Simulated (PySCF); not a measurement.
Stationary points of CrO2(OH)2

Method: B3LYP in PySCF with Cr def2-SVP, O def2-SVP, H def2-SVP; no relativity; density-fitted integrals.

Relaxations began from a few typed shapes. The search is not exhaustive: other isomers or separated fragments can lie lower, and high-lying points may rest on an excited occupation.

```
   spin  group                                                                             bonds                                                                                    angles  imaginary modes (cm⁻¹)  ΔE (kJ/mol)  ΔE with ZPE (kJ/mol)
singlet     C2                            Cr–O 1.548 Å (×2), Cr–O 1.742 Å (×2), O–H 0.971 Å (×2)                 Cr–O–H 115.2° (×2), O–Cr–O 107.6° (×2), O–Cr–O 110.1° (×3), O–Cr–O 111.3°                    none          0.0                   0.0
singlet     Cs                   Cr–O 1.546 Å, Cr–O 1.549 Å, Cr–O 1.743 Å (×2), O–H 0.971 Å (×2)  Cr–O–H 115.9° (×2), O–Cr–O 108.4° (×2), O–Cr–O 109.3° (×2), O–Cr–O 110.3°, O–Cr–O 111.1°                    none          3.6                   3.3
singlet     Cs                   Cr–O 1.546 Å, Cr–O 1.549 Å, Cr–O 1.743 Å (×2), O–H 0.971 Å (×2)  Cr–O–H 115.9° (×2), O–Cr–O 108.3° (×2), O–Cr–O 109.4° (×2), O–Cr–O 110.2°, O–Cr–O 111.3°                    none          3.8                   3.5
singlet     Cs  Cr–O 1.557 Å, Cr–O 1.574 Å, Cr–O 1.805 Å, Cr–O 1.939 Å, O–H 0.969 Å, O–H 0.976 Å                    Cr–O–H 109.2°, Cr–O–H 113.3°, O–Cr–O 76.3°, O–Cr–O 84.6°, O–Cr–O 93.0°                    333i        376.7                     –
singlet    C2h                            Cr–O 1.619 Å (×2), Cr–O 1.804 Å (×2), O–H 0.975 Å (×2)              Cr–O–H 111.2° (×2), O–Cr–O 89.5° (×2), O–Cr–O 90.5° (×2), O–Cr–O 180.0° (×2)        447i, 199i, 136i        484.9                     –
```

The lowest minimum found is the singlet C2: Cr–O 1.548 Å (×2), Cr–O 1.742 Å (×2), O–H 0.971 Å (×2); Cr–O–H 115.2° (×2), O–Cr–O 107.6° (×2), O–Cr–O 110.1° (×3), O–Cr–O 111.3°.
